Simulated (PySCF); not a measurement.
C3H9S, SMILES C[S+](C)C, charge +1. Heavy atoms are numbered as in [CH3:1][S+:2]([CH3:3])[CH3:4]. Hydrogens are named by the atom that carries them.

Geometry optimised at PBE0-D3(BJ)/def2-SVP.

Level of theory: PySCF with PBE0/pcSseg-1.

GIAO shieldings, no solvent; atoms alike by connectivity are averaged. δ = σ(ref) − σ: ¹³C against TMS (σ = 186.3 ppm); ³³S against H2S (σ = 716.7 ppm); ¹H against TMS (σ = 31.56 ppm), references at their B3LYP-D3(BJ)/def2-TZVP geometries, non-relativistic.

```json
[
 {"atoms": "C1 (CH3)", "nucleus": "¹³C", "count": "3", "δ (ppm)": "(withheld)"},
 {"atoms": "S2", "nucleus": "³³S", "count": "1", "δ (ppm)": "257.0"},
 {"atoms": "H on C1", "nucleus": "¹H", "count": "9", "δ (ppm)": "3.09"}
]
```

Question: What belongs in the gaps? (An estimate is asked for; the answer gives what the named calculation found.)

Answer: 
- C1 (CH3), δ (ppm): 31.7
